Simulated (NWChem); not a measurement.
SeSn in NWChem

```xyz
2

Sn     0.0000     0.0000     0.9594
Se     0.0000     0.0000    -1.4109
```
Charge 0, spin multiplicity 1.

The numbers come from NWChem runs, not from measurements. Structure: optimised with PBE/def2-SVP with def2 effective core potentials on Sn, a minimum by its harmonic frequencies.

Symmetry labels belong to the abelian group C2v used in the runs, with the axes of the coordinates shown; states degenerate in a higher group split over its labels.

Effective core potentials replace the inner electrons of Sn; spin-orbit coupling is left out. The structure started from a generated list of species.

List the lowest 3 singlet excitations that TDA-CAM-B3LYP/def2-SVPD with def2 effective core potentials on Sn gives, with oscillator strengths.


| state | symmetry | energy (eV) | wavelength (nm) | f |
|---|---|---|---|---|
| 1 | a2 | 2.78 | 447 | 0.000 |
| 2 | a1 | 3.06 | 405 | 0.000 |
| 3 | a2 | 3.06 | 405 | 0.000 |
